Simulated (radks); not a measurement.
The numbers below are computed, except where a source is named.
Charge is removed step by step from the 3s down level of Nb, starting from [Ne] 3s(up 1, down 1) 3p6 3d10 4s2 4p6 4d4 5s1. Level of theory: scalar-relativistic Kohn-Sham, SCAN, spin-polarised, spherical densities, finite nucleus; open shells are filled with parallel spins first (spin-orbit coupling, left out, can overturn this in heavy ions); meta-GGA in the generalised Kohn-Sham scheme; Fermi nuclear charge, rms radius 4.324 fm (a radial shooting solver on a logarithmic mesh with Libxc functionals).

[
 {"removed (e)": "0", "E - E(0) (eV)": "0.000", "eigenvalue (eV)": "-446.80"},
 {"removed (e)": "0.25", "E - E(0) (eV)": "112.43", "eigenvalue (eV)": "-453.18"},
 {"removed (e)": "0.5", "E - E(0) (eV)": "226.50", "eigenvalue (eV)": "-459.70"},
 {"removed (e)": "0.75", "E - E(0) (eV)": "342.21", "eigenvalue (eV)": "-466.30"}
]

The mean slope of the eigenvalue, de/dn, is 26.0 eV per electron.
